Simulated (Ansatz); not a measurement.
**Abstraction of Cl: C2HCl3Si + GeH(CH3)2 → C2HCl2Si + GeH(CH3)2Cl**

Species: C2HCl3Si `C#C[Si](Cl)(Cl)Cl`, singlet; GeH(CH3)2, doublet; C2HCl2Si `C#C[Si](Cl)Cl`, doublet; GeH(CH3)2Cl, singlet. A radical takes Cl: the energy is the difference in strength between the Si–Cl bond broken and the Ge–Cl bond made.

Shapes, held fixed at every level: PBE0-D4/def2-TZVP. Programs: Ansatz 0.2.0. The zero-point and thermal change to 298 K, harmonic and unscaled (PBE0-D4/def2-TZVP), is +1.4 kJ/mol.

```json
{"level": "MP2/def2-TZVPP", "kind": "perturbation theory", "ΔH(298 K) (kJ/mol)": "+40.7", "less CCSD(T)/def2-TZVPP": "+12.5"}
{"level": "HF/def2-SVP", "kind": "Hartree–Fock", "ΔH(298 K) (kJ/mol)": "+20.8", "less CCSD(T)/def2-TZVPP": "-7.4"}
{"level": "BHLYP-D4/def2-TZVPP", "kind": "global hybrid", "ΔH(298 K) (kJ/mol)": "+27.0", "less CCSD(T)/def2-TZVPP": "-1.2"}
{"level": "PBE0-D4/def2-TZVPP", "kind": "global hybrid", "ΔH(298 K) (kJ/mol)": "+24.4", "less CCSD(T)/def2-TZVPP": "-3.8"}
{"level": "wB97M-V/def2-TZVPP", "kind": "range-separated hybrid", "ΔH(298 K) (kJ/mol)": "+38.4", "less CCSD(T)/def2-TZVPP": "+10.2"}
{"level": "B2PLYP/def2-TZVPP", "kind": "double hybrid", "ΔH(298 K) (kJ/mol)": "+25.7", "less CCSD(T)/def2-TZVPP": "-2.5"}
{"level": "CCSD(T)/def2-SVP", "kind": "coupled cluster or CI", "ΔH(298 K) (kJ/mol)": "+32.2", "less CCSD(T)/def2-TZVPP": "+4.0"}
{"level": "CCSD(T)/def2-TZVPP", "kind": "coupled cluster or CI", "ΔH(298 K) (kJ/mol)": "+28.2", "less CCSD(T)/def2-TZVPP": "0.0"}
```

The highest level, CCSD(T)/def2-TZVPP, gives ΔH(298 K) = +28.2 kJ/mol; the levels span +20.8 to +40.7. The column of differences is taken from that level and isn't an error. No measured value is set beside it here. Spin contamination: C2HCl2Si (⟨S²⟩ up to 0.80). Open shells run unrestricted. Relativity is left out for Ge. Outer-core shells of Ge are correlated, in sets that cover them unevenly.
